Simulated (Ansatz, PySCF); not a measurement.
Breaking a bond: NBe (cation, charge +1), lowest singlet found (which spin is the ground state isn't settled by this scan).

- RCCSD(T) = CCSD(T) on RHF/aug-cc-pVDZ, frozen core run with Ansatz (a quantum-chemistry and plane-wave program)
- FCI = full CI/aug-cc-pVDZ, frozen core run with Ansatz
- RKS-M06-2X/6-31G* = restricted M06-2X/6-31G*, spherical d (PySCF 2.14.0)

Total energies in hartree (comparable only within one method and basis):

| R / Å | RCCSD(T) | FCI | RKS-M06-2X/6-31G* |
|---|---|---|---|
| 1.31 | -68.71090 | -68.71798 | -68.86554 |
| 1.38 | -68.73551 | -68.74335 | -68.88893 |
| 1.45 | -68.75006 | -68.75849 | -68.90185 |
| 1.51 | -68.75669 | -68.76554 | -68.90682 |
| 1.58 | -68.75947 | -68.76878 | -68.90745 |
| 1.63 | -68.75905 | -68.76866 | -68.90537 |
| 1.69 | -68.75664 | -68.76659 | -68.90086 |
| 1.75 | -68.75272 | -68.76300 | -68.89479 |
| 1.82 | -68.74690 | -68.75754 | -68.88641 |
| 1.89 | -68.74030 | -68.75125 | -68.87720 |
| 1.98 | -68.73138 | -68.74262 | -68.86481 |
| 2.09 | -68.72068 | -68.73206 | -68.84966 |
| 2.27 | -68.70513 | -68.71620 | -68.82642 |
| 2.44 | -68.69326 | -68.70366 | -68.80697 |
| 2.66 | — | -68.69110 | -68.78542 |
| 2.93 | — | -68.68060 | -68.76415 |
| 3.29 | — | -68.67276 | -68.74338 |

A dash means that the run gave no value there, or that the column was ended at a point which the program doubted or which failed a test of continuity chosen for this set; such a test can also cut sound points.

The scan ran from 1.21 to 5.70 Å; beyond the distances shown full CI changes its symmetry label. The T1 diagnostic of CCSD on the restricted reference of RCCSD(T) exceeds 0.045 at 2.66 to 3.29 Å. Also computed but left out beside FCI, since their determinant holds another spin at the minimum (<S²> over 0.7 above the pure value): UHF, UMP2, UCCSD, UCCSD(T), UKS-PBE0, UKS-BLYP, UKS-PBE, UKS-B3LYP/6-31G*, UKS-BP86/6-31G*, UKS-M06-2X/6-31G*, UHF/3-21G. The restricted form behind RKS-M06-2X/6-31G* keeps the bonding electrons paired and can't separate into open-shell fragments.
